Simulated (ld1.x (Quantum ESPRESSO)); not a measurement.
Yb (Z = 70), RRKJ: configuration errors across variants

| Property | Result |
| --- | --- |
| Element | Yb |
| Generator | ld1.x (Quantum ESPRESSO) 7.5 |
| Type | norm-conserving RRKJ (Kleinman–Bylander form) |
| Functional | PBE |
| Relativity | scalar-relativistic |
| Frozen core | [Xe] 4f13 |
| Valence charge | 3 |
| Reference configuration | 5d1 6s1.5 6p0.5 |
| Partial waves | 6p (bound): rc 3.35 bohr; 5d (bound): rc 3.10 bohr; 6s (bound): rc 3.10 bohr |
| Local potential | the s channel |
| Core correction | a·sin(br)/r model core inside 2.25 bohr |
| rho0 | 0.005 |

All-electron excitation energies from the reference (eV): (1) 5d1 6s2 6p0 -1.642; (2) 5d1 6s1 6p0 5.614; (3) 5d1 6s0 6p0 18.719; (4) 5d1 6s0 6p2 5.211; (5) 5d1 6s1.5 6p0 1.298; (6) 5d1 6s0 6p1 9.758; (7) 5d2 6s1 6p0 1.180.

3 further variants failed, have other tests or too few solved ones, and are left out.

Errors AE − PS in meV (a dash: test not solved or not reliable):

```csv
change,(1),(2),(3),(4),(5),(6),(7),bound ghosts
base,-0.7,-4.8,-43,-18,-1.5,-16,-28,none
"all radii but the core radius scaled by about 0.96 (s 2.98, p 3.22, d 2.98 bohr)",-0.5,-4.8,-42,-16,-1.4,-14,-30,none
"all radii but the core radius scaled by about 1.05 (s 3.24, p 3.50, d 3.24 bohr)",-1.1,-4.6,-47,-24,-1.6,-21,-22,none
"all radii but the core radius scaled by about 1.09 (s 3.38, p 3.66, d 3.38 bohr)",-1.6,-4.1,-53,-32,-1.6,-28,-13,none
"all radii but the core radius scaled by about 1.27 (s 3.94, p 4.24, d 3.94 bohr)",-3.9,-3.0,-101,-66,-1.3,-63,+31,none
```

**Question.** Give the same row for: all radii but the core radius scaled by about 1.40 (s 4.34, p 4.68, d 4.34 bohr).

**Answer.** -6.3, -4.1, -171, -99, -0.7, -102, +74; bound ghosts: none.
